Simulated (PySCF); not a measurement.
CH5InO2, SMILES C[O][InH][OH]. Atoms are numbered in the order given.

```xyz
9

In    -0.3073    -0.0363     0.4941
H     -1.5132    -0.5070     1.6217
O      1.2606     1.2375     0.6600
H      1.2863     1.6220     1.5571
O     -0.2714    -0.7679    -1.3835
C      0.7253    -0.3777    -2.3062
H      1.3051    -1.2670    -2.6504
H      0.2576     0.0766    -3.2119
H      1.4574     0.3607    -1.9048
```
Charge 0, spin multiplicity 1.

Geometry: PBE-D3(BJ)/def2-SVP. The def2 effective core potentials stand for the cores of In; spin–orbit coupling is left out. Other conformers were not sampled.

Level of theory: HF/def2-TZVP in PySCF.

ESP charges are fitted to the potential on shells at 1.4 to 2.0 van der Waals radii. Atomic charges (e):

```csv
atom,ESP fit,Mulliken,Löwdin
In1,1.18,1.06,0.63
H2,-0.26,-0.05,-0.09
O3,-0.80,-0.81,-0.42
H4,0.34,0.32,0.16
O5,-0.69,-0.71,-0.21
C6,0.28,-0.09,-0.36
H7,-0.02,0.08,0.09
H8,-0.02,0.08,0.09
H9,-0.01,0.12,0.10
```
